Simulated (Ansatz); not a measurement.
Ansatz (a first-principles code) input (B3LYP/6-31G):

Ansatz 0.2 input:
```yaml
crystal:
  periodic: [false, false, false]
  atoms:
    - {symbol: C, position_ang: [-2.87677800, 0.63178800, -0.83436500]}
    - {symbol: C, position_ang: [-1.67250700, 1.10125600, -0.52970000]}
    - {symbol: C, position_ang: [-0.39526300, 0.47428700, -0.95887700]}
    - {symbol: Se, position_ang: [0.49259000, -0.36035000, 0.61251800]}
    - {symbol: C, position_ang: [2.28161900, -0.51710700, -0.17997100]}
    - {symbol: H, position_ang: [-3.00019200, -0.25745700, -1.44200700]}
    - {symbol: H, position_ang: [-3.77880100, 1.11890300, -0.48819200]}
    - {symbol: H, position_ang: [-1.58180000, 1.98535000, 0.09390300]}
    - {symbol: H, position_ang: [-0.55427300, -0.29370200, -1.71354000]}
    - {symbol: H, position_ang: [0.30737400, 1.21741200, -1.33635100]}
    - {symbol: H, position_ang: [2.91934700, -0.97557100, 0.57299300]}
    - {symbol: H, position_ang: [2.24930800, -1.15222800, -1.06244300]}
    - {symbol: H, position_ang: [2.66856000, 0.46784600, -0.43251000]}
basis:
  gaussian:
    orbitals: 6-31G
hamiltonian:
  xc: {name: B3LYP}
output: {forces: true}
```

Output:

```
Functional definition: B3LYP
integrals: 0.04 GiB planned
1014 factors; integrals over basis functions are off by at most 3.3e-4 eV
mean field: 0.35 GiB planned
mean field evaluation 1: about -69610.4285 eV, gradient 5.3e1 eV
mean field evaluation 2: about -69607.3595 eV, gradient 6.1e1 eV
mean field evaluation 4: about -69617.5572 eV, gradient 1.9e0 eV
mean field evaluation 8: about -69617.7179 eV, gradient 2.4e-1 eV
mean field evaluation 16: about -69617.7180 eV, gradient 7.1e-5 eV
mean field -69617.71804120 eV, -2558.4039494299 hartree, gradient 7.1e-5 eV, S^2 0.000000; 0 other end points of the search recorded, 0 dependent functions left out
the calculation of the forces begins
reference -69617.71826356 eV, -2558.4039576015 hartree; 33, 33 occupied and 48, 48 virtual orbitals, 1014 factors
Total energy: -69617.71826356 eV, -2558.4039576015 hartree
Atom 0 at    -2.876778     0.631788    -0.834365 Å, force    -0.512378    -0.175827    -0.123897 eV/Å
Atom 1 at    -1.672507     1.101256    -0.529700 Å, force     0.323346     0.270228     0.124122 eV/Å
Atom 2 at    -0.395263     0.474287    -0.958877 Å, force    -0.057125     0.131980    -0.272476 eV/Å
Atom 3 at     0.492590    -0.360350     0.612518 Å, force    -0.277333    -0.229190     0.741309 eV/Å
Atom 4 at     2.281619    -0.517107    -0.179971 Å, force     0.346672    -0.034456    -0.159901 eV/Å
Atom 5 at    -3.000192    -0.257457    -1.442007 Å, force    -0.074754    -0.090850    -0.067756 eV/Å
Atom 6 at    -3.778801     1.118903    -0.488192 Å, force    -0.133025     0.015210     0.015962 eV/Å
Atom 7 at    -1.581800     1.985350     0.093903 Å, force     0.038866     0.113116     0.065650 eV/Å
Atom 8 at    -0.554273    -0.293702    -1.713540 Å, force    -0.022591    -0.073354    -0.123252 eV/Å
Atom 9 at     0.307374     1.217412    -1.336351 Å, force     0.090693     0.103687    -0.100852 eV/Å
Atom 10 at     2.919347    -0.975571     0.572993 Å, force     0.115651    -0.053817     0.059692 eV/Å
Atom 11 at     2.249308    -1.152228    -1.062443 Å, force     0.060555    -0.075257    -0.110675 eV/Å
Atom 12 at     2.668560     0.467846    -0.432510 Å, force     0.101424     0.098530    -0.047925 eV/Å
Dipole moment:     0.144919     0.097355    -0.314630 e Å
```

The geometry given is a B3LYP-D3(BJ)/def2-TZVP minimum.
